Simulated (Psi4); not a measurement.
H₈N₃Si₃ (SMILES N1[SiH]N[SiH2]N[SiH2]1), doublet, geometry from GFN2-xTB, with bond 10-4 at 2.0 times its length. Base run: Psi4 with M06-2X/3-21G.

Psi4 was given this input:
```
memory 2 GB

molecule {
0 2
  N     0.55971367   -1.53872495    0.04242359
  Si    1.74366755   -0.37223987   -0.45101254
  N     1.07172766    1.21659613   -0.28450621
  Si   -0.54113351    1.69476235    0.09724242
  N    -1.52100506    0.28321148   -0.05036014
  Si   -1.12256371   -1.34147403    0.36812104
  H     0.89683550   -2.48503885    0.09435178
  H     2.88662688   -0.48252331    0.47586784
  H     1.71617840    1.96962549   -0.45530209
  H    -1.51578957    3.64533051   -1.86689242
  H    -0.57151753    2.24576177    1.46356901
  H    -2.50427635    0.46120329   -0.15274980
  H    -1.92630298   -2.22084544   -0.48973334
  H    -1.36172079   -1.62048613    1.79500807
}

set basis 3-21g
set reference uks

energy('m06-2x')
print_variables()
```

The base run was repeated with changes; each row names its change, and settings that it needs were set with it.

```json
[
 {"change": "base", "ΔE vs base (mEh)": "0.000", "SCF cycles": "12", "grid points": "296969", "basis functions": "82", "outcome": "converged"},
 {"change": "dft_radial_points = 50", "ΔE vs base (mEh)": "22.150", "SCF cycles": "13", "grid points": "201158", "basis functions": "82", "outcome": "converged"},
 {"change": "dft_radial_scheme = becke", "ΔE vs base (mEh)": "-0.480", "SCF cycles": "12", "grid points": "264168", "basis functions": "82", "outcome": "converged"},
 {"change": "d_convergence = 1e-10", "ΔE vs base (mEh)": "0.000", "SCF cycles": "21", "grid points": "296969", "basis functions": "82", "outcome": "converged"},
 {"change": "dft_spherical_points = 194", "ΔE vs base (mEh)": "-0.002", "SCF cycles": "12", "grid points": "191423", "basis functions": "82", "outcome": "converged"},
 {"change": "diis_max_vecs = 15", "ΔE vs base (mEh)": "0.000", "SCF cycles": "12", "grid points": "296969", "basis functions": "82", "outcome": "converged"},
 {"change": "dft_nuclear_scheme = becke", "ΔE vs base (mEh)": "-0.019", "SCF cycles": "13", "grid points": "294577", "basis functions": "82", "outcome": "converged"},
 {"change": "scf_type = out_of_core", "ΔE vs base (mEh)": "0.078", "SCF cycles": "12", "grid points": "296969", "basis functions": "82", "outcome": "converged"},
 {"change": "dft_radial_points = 99", "ΔE vs base (mEh)": "-0.238", "SCF cycles": "12", "grid points": "390399", "basis functions": "82", "outcome": "converged"},
 {"change": "scf_initial_accelerator = ediis", "ΔE vs base (mEh)": "0.000", "SCF cycles": "13", "grid points": "296969", "basis functions": "82", "outcome": "converged"},
 {"change": "puream = true", "ΔE vs base (mEh)": "-0.055", "SCF cycles": "13", "grid points": "296969", "basis functions": "82", "outcome": "converged"},
 {"change": "cholesky_tolerance = 1e-6 (with scf_type cd)", "ΔE vs base (mEh)": "-", "SCF cycles": "-", "grid points": "-", "basis functions": "82", "outcome": "input refused"},
 {"change": "e_convergence = 1e-8", "ΔE vs base (mEh)": "0.000", "SCF cycles": "12", "grid points": "296969", "basis functions": "82", "outcome": "converged"}
]
```

Open shells are given as the SCF converged; they aren't shown to be the lowest states, and a large step between rows can be another state.

- cholesky_tolerance = 1e-6 (with scf_type cd): ended with `Fatal Error: Not enough memory for CD.`
